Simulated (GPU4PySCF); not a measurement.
C8H18S2, SMILES CC(C)(C)SSC(C)(C)C. Atoms are numbered in the order given.

```xyz
28

C     -2.8764    -0.0023    -0.9410
C     -2.0760     0.2465     0.3310
C     -2.9139     1.0218     1.3460
C     -1.6001    -1.0688     0.9232
S     -0.6778     1.4004    -0.0331
S      0.4710     0.4373    -1.4187
C      2.0484     0.0255    -0.5464
C      2.8758    -0.6658    -1.6284
C      2.7310     1.3098    -0.0932
C      1.8293    -0.9033     0.6353
H     -3.7376    -0.6346    -0.7160
H     -3.2329     0.9349    -1.3655
H     -2.2672    -0.5111    -1.6867
H     -2.3515     1.2099     2.2602
H     -3.7983     0.4374     1.6025
H     -3.2437     1.9769     0.9378
H     -2.4618    -1.7074     1.1264
H     -0.9492    -1.5906     0.2247
H     -1.0607    -0.9112     1.8553
H      2.3949    -1.5831    -1.9671
H      3.8548    -0.9231    -1.2221
H      3.0250    -0.0131    -2.4882
H      3.6931     1.0730     0.3654
H      2.1221     1.8304     0.6446
H      2.9008     1.9778    -0.9360
H      1.1836    -0.4358     1.3758
H      1.3804    -1.8440     0.3217
H      2.7887    -1.1195     1.1090
```
Charge 0, spin multiplicity 1.

Coordinates come from a ωB97M-D3(BJ)/def2-TZVP optimisation. Other conformers were not sampled.

Two levels are set side by side: PBE-D3(BJ)/def2-TZVP (GPU4PySCF) and ωB97M-D3(BJ)/def2-TZVP (GPU4PySCF). Each level has its own optimised geometry; the coordinates shown are those of the second. Frequencies come from the Hessian of GPU4PySCF at each geometry. Differences are taken from unrounded values.

```tsv
quantity	ωB97M-D3(BJ)	PBE-D3(BJ)	PBE-D3(BJ) minus ωB97M-D3(BJ)
mean bond length (Å)	1.278	1.288	0.010
bond C1–C2 (Å)	1.523	1.528	0.004
bond C2–C3 (Å)	1.527	1.532	0.004
bond C2–C4 (Å)	1.519	1.523	0.004
bond C2–S5 (Å)	1.849	1.879	0.029
bond S5–S6 (Å)	2.041	2.045	0.003
bond S6–C7 (Å)	1.849	1.879	0.030
bond C7–C8 (Å)	1.527	1.532	0.004
bond C7–C9 (Å)	1.523	1.528	0.004
bond C7–C10 (Å)	1.519	1.523	0.004
bond C1–H11 (Å)	1.092	1.102	0.010
bond C1–H12 (Å)	1.089	1.098	0.010
bond C1–H13 (Å)	1.089	1.099	0.010
bond C3–H14 (Å)	1.090	1.099	0.010
bond C3–H15 (Å)	1.091	1.101	0.010
bond C3–H16 (Å)	1.090	1.100	0.010
bond C4–H17 (Å)	1.092	1.102	0.010
highest harmonic wavenumber (cm⁻¹)	3157	3060	-96
mean harmonic wavenumber (cm⁻¹)	1394	1345	-49
zero-point energy (kcal/mol)	155.45	150.00	-5.46
```

GGA bonds tend to be longer and softer than those of functionals with exact exchange. Differences between two approximate levels are no errors against the true value.
